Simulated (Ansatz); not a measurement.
The same hydrogenolysis along the group B, Al, Ga.

Computed with Ansatz on PBE0-D4/def2-TZVP structures; ΔE is electronic, products minus reactants. CBS: MP2 limit from def2 TZ/QZ plus the TZ coupled-cluster correction, frozen cores. This one scheme is used for every species. DFT in def2-TZVPP. For Ga outer-core shells are correlated without core-valence functions, which leaves a few kJ/mol of doubt a bond. Scalar relativity is left out up to krypton. Each species was taken in one conformer, which may not be the lowest.

```
                                               reaction  PBE-D4 (kcal/mol)  MP2/CBS(def2) (kcal/mol)  r2SCAN-D4 (kcal/mol)
                 `BN[SiH](C)C` + H₂ → `C[SiH2]C` + `BN`                5.7                       9.1                   7.0
`C[SiH](C)[NH][AlH2]` + H₂ → `C[SiH2]C` + `[NH2][AlH2]`                8.8                      11.8                  10.0
`C[SiH](C)[NH][GaH2]` + H₂ → `C[SiH2]C` + `[NH2][GaH2]`                9.4                      12.6                  10.5
```

Question: Give the CCSD(T)/CBS values in the same order. (Best estimate.)

Answer: Ansatz gave: 7.4, 10.2, 10.8 kcal/mol.

Largest T1 diagnostic: 0.014, for `[NH2][GaH2]`.
